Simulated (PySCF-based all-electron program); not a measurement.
## AlAsH2F2, singlet: all-electron forces

Calculated with an in-house all-electron program built on PySCF, in large uncontracted Gaussian sets near the basis limit; the spin-free Dirac equation, no spin–orbit coupling, spin-restricted. Forces are good to about 0.006 eV/Å. Atoms are numbered as listed.

Shape A:

| atom | x (Å) | y (Å) | z (Å) |
| --- | --- | --- | --- |
| Al | 0.0000 | 0.0000 | 0.0000 |
| As | 0.0000 | 0.0000 | 2.4190 |
| F | -0.0447 | 1.4224 | -0.8585 |
| F | -0.0447 | -1.4224 | -0.8585 |
| H | 1.0732 | 1.0998 | 2.3546 |
| H | 1.0732 | -1.0998 | 2.3546 |

PBE forces:

| atom | Fx | Fy | Fz (eV/Å) |
| --- | --- | --- | --- |
| Al1 | 0.005 | 0.000 | -0.085 |
| As2 | 0.073 | 0.000 | 0.003 |
| F3 | -0.002 | -0.085 | 0.037 |
| F4 | -0.002 | 0.085 | 0.037 |
| H5 | -0.037 | -0.035 | 0.004 |
| H6 | -0.037 | 0.035 | 0.004 |

Shape B:

| atom | x (Å) | y (Å) | z (Å) |
| --- | --- | --- | --- |
| Al | 0.0000 | 0.0000 | 0.0000 |
| As | 0.0000 | 0.0000 | 2.1771 |
| F | -0.0447 | 1.4224 | -0.8585 |
| F | -0.0447 | -1.4224 | -0.8585 |
| H | 1.0732 | 1.0998 | 2.1127 |
| H | 1.0732 | -1.0998 | 2.1127 |

Against shape A, Al1–As2 goes from 2.419 to 2.177 Å.

(1) What forces does PBE give in shape B?

Results:

(1) 

```csv
atom,Fx,Fy,Fz (eV/Å)
Al1,0.057,0.000,-3.262
As2,0.146,0.000,3.318
F3,-0.023,-0.034,-0.039
F4,-0.023,0.034,-0.039
H5,-0.078,-0.043,0.011
H6,-0.078,0.043,0.011
```
